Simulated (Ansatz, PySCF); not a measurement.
Spin states of H2MoO2 (SMILES [OH][Mo][OH]), each relaxed with B3LYP-D3(BJ)/def2-TZVP.
State 1 (charge 0, multiplicity 5):
| atom | x (Å) | y (Å) | z (Å) |
|---|---|---|---|
| Mo | 0.1709 | -0.6665 | 0.0324 |
| O | 1.4889 | 0.3196 | -0.9484 |
| H | 1.3594 | 0.6480 | -1.8459 |
| O | -1.4948 | -0.3625 | 0.9289 |
| H | -1.5782 | 0.0909 | 1.7759 |
State 2 (charge 0, multiplicity 3):
```xyz
5

Mo     0.26911    -0.11895     0.24449
O      1.35209     0.22095    -1.19311
H      1.61884     0.48388    -2.07557
O     -1.19049    -0.29080     1.33767
H     -2.10332    -0.26543     1.62941
```

Singlets are restricted, other states unrestricted; no spin–orbit coupling, no relativity up to Kr; see below for the cores. The largest T1 diagnostic is 0.027.

Correlated levels freeze the inner cores; with def2 sets outer-core shells near the valence are correlated too.

Run with Ansatz (a program for electronic structure); PySCF for the dispersion terms.  In def2 rows elements past Kr take small-core potentials, without spin–orbit coupling.

PBE/def2-TZVPP gives 8.78 kcal/mol for the energy of the multiplicity-3 state less that of the multiplicity-5 state.

Question: Predict the shift from PBE, with its sign, for: PBE-D3(BJ)/def2-TZVPP, r2SCAN/def2-TZVPP, PBE0/def2-TZVPP, wB97M-V/def2-TZVPP, B2PLYP/def2-TZVPP, CCSD(T)/def2-SVP.

Answer: PBE-D3(BJ)/def2-TZVPP 0.03; r2SCAN/def2-TZVPP 7.39; PBE0/def2-TZVPP 5.32; wB97M-V/def2-TZVPP -4.05; B2PLYP/def2-TZVPP -2.66; CCSD(T)/def2-SVP -2.06 kcal/mol. 3 of 6 lie above PBE; the widest gap is to r2SCAN/def2-TZVPP.
